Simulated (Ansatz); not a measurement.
C3H8BF, singlet, geometry from GFN2-xTB, with bond 9-7 at 1.4 times its length; CASSCF(2,4)/STO-3G (Ansatz, an electronic-structure program).

The Ansatz input:
Ansatz 0.2 input:
```yaml
crystal:
  periodic: [false, false, false]
  atoms:
    - {symbol: B, position_ang: [0.25160392, 0.21220382, 0.44206617]}
    - {symbol: F, position_ang: [0.59683375, -0.99281626, 0.87350444]}
    - {symbol: C, position_ang: [0.71183177, 1.45100627, 1.30776094]}
    - {symbol: H, position_ang: [1.79766663, 1.47280062, 1.38877933]}
    - {symbol: H, position_ang: [0.33950561, 1.36245711, 2.32717312]}
    - {symbol: H, position_ang: [0.38534495, 2.40705519, 0.91111260]}
    - {symbol: C, position_ang: [-0.59232345, 0.33443624, -0.89543948]}
    - {symbol: C, position_ang: [-0.89367196, -0.99123117, -1.59888749]}
    - {symbol: H, position_ang: [0.13741179, 1.26387089, -1.86976010]}
    - {symbol: H, position_ang: [-1.53592522, 0.84222856, -0.67328184]}
    - {symbol: H, position_ang: [-1.45024400, -1.65242281, -0.93916546]}
    - {symbol: H, position_ang: [0.03092903, -1.49237830, -1.87501337]}
    - {symbol: H, position_ang: [-1.48073444, -0.82899911, -2.50069641]}
basis:
  gaussian:
    orbitals: STO-3G
hamiltonian:
  xc: hf
magnetization: {spin_polarized: false}
correlation: {active_space: {window: {electrons: 2, orbitals: 4}}}
```

It wrote (shortened):

```
Functional definition: HF
462 factors; integrals over basis functions are off by at most 7.0e-5 eV
mean field evaluation 1: about -6509.1193 eV, gradient 2.2e1 eV
mean field evaluation 2: about -6509.3242 eV, gradient 2.2e1 eV
mean field evaluation 4: about -6511.2870 eV, gradient 1.6e0 eV
mean field evaluation 8: about -6511.2973 eV, gradient 2.7e-5 eV
mean field -6511.29732777 eV, -239.2857632797 hartree, gradient 2.1e-6 eV, S^2 0.000000; 0 other end points of the search recorded, 0 dependent functions left out
reference -6511.29732777 eV, -239.2857632797 hartree; 20, 20 occupied and 13, 13 virtual orbitals, 462 factors
state -6512.38562220 eV, -239.3257573622 hartree
Total energy: -6512.38562220 eV, -239.3257573622 hartree
```
